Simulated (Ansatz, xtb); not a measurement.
Diatomic MnCl, multiplicity 7 (the spin of the measured ground state). No spin–orbit coupling. Mn is treated without relativity.

Seven points along R, fitted to fifth degree in 1/R; most abundant isotopes. In def2 and cc sets the state is the lowest found near the PBE0 minimum, followed along R.

Codes used: Ansatz (a program for electronic structure) with Gaussian orbitals; xtb for the GFN methods. Each number belongs to the level named beside it. The GFN methods have no spin term and hold the electronic entropy of 300 K.

```
level                                r_e (Å)  ω_e (cm⁻¹)  α_e (cm⁻¹)  ω_e x_e (cm⁻¹)  D_e (eV)  dipole (D)
-----------------------------------  -------  ----------  ----------  --------------  --------  ----------
GFN1-xTB                               2.176         363      0.0013             1.5         -           -
SVWN5/def2-TZVPP                       2.177         400     0.00088             1.5      4.44        1.90
PBE/def2-TZVPP                         2.223         378     0.00086             1.4      4.01        2.21
r2SCAN/def2-TZVPP                      2.226         387     0.00081             1.3      4.21        2.64
B97M-V/def2-TZVPP                      2.241         379     0.00083             1.4      3.93        2.99
B3LYP/def2-TZVPP                       2.250         373     0.00082             1.4      3.43        2.84
PBE0/def2-TZVPP                        2.236         383     0.00081             1.3      3.84        2.85
BHLYP/def2-TZVPP                       2.264         377     0.00079             1.3      3.27        3.33
CAM-B3LYP/def2-TZVPP                   2.237         384     0.00081             1.3      3.49        2.87
wB97X-V/def2-TZVPP                     2.235         388     0.00079             1.3      3.68        2.81
wB97M-V/def2-TZVPP                     2.241         385     0.00079             1.3      3.46        2.86
B2PLYP/def2-TZVPP                      2.249         378     0.00080             1.3         -           -
CCSD/def2-TZVPP                        2.258         381     0.00077             1.2      3.37           -
CCSD/def2-QZVPP                        2.240         386     0.00087             1.4      3.54           -
CCSD(T)/def2-TZVPP                     2.251         382     0.00077             1.3      3.40           -
CCSD(T)/def2-QZVPP                     2.233         387     0.00088             1.5      3.59           -
CCSD(T)/CBS(def2-TZVPP, def2-QZVPP)    2.220         393     0.00095             1.6         -           -
```

D_e counts from each atom's lowest state at the same level, without counterpoise or zero-point energy.

Correlated levels freeze the inner cores; with def2 sets outer-core shells near the valence are correlated too. CBS(a, b) extrapolates the correlation energy as X⁻³ and adds the Hartree–Fock energy of set b.
